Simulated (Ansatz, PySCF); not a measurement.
F2Hg, SMILES [F][Hg][F].

Coordinates come from a B3LYP-D3(BJ)/def2-TZVP optimisation. The def2 effective core potentials stand for the cores of Hg; spin–orbit coupling is left out.

Vertical ionisation energy (IE) and electron affinity (EA) in eV. Rows of orbital energies are one-electron estimates. Where ΔSCF, EOM or ADC give a negative EA the extra electron is unbound and the value depends on the basis.

| level | IE | EA |
|---|---|---|
| −ε(HOMO), −ε(LUMO), M06-2X/def2-TZVPD (PySCF) | 12.33 | 1.57 |
| −ε(HOMO), −ε(LUMO), PBE/def2-TZVPD (PySCF) | 8.42 | 3.69 |
| ΔSCF, PBE0/def2-TZVPD (Ansatz), final states of multiplicity 2 and 2 | 12.85 | 0.52 |
| ΔSCF, PBE/def2-TZVPD (Ansatz), final states of multiplicity 2 and 2 | 12.30 | 0.59 |

Q: What vertical singlet–triplet gap does ΔSCF give with PBE0/def2-TZVPD (Ansatz, a first-principles code) and with PBE/def2-TZVPD (Ansatz)? (The exact figures need the calculation; the answer reports its results.)

A: 5.22 and 4.66 eV (triplet above singlet where positive).
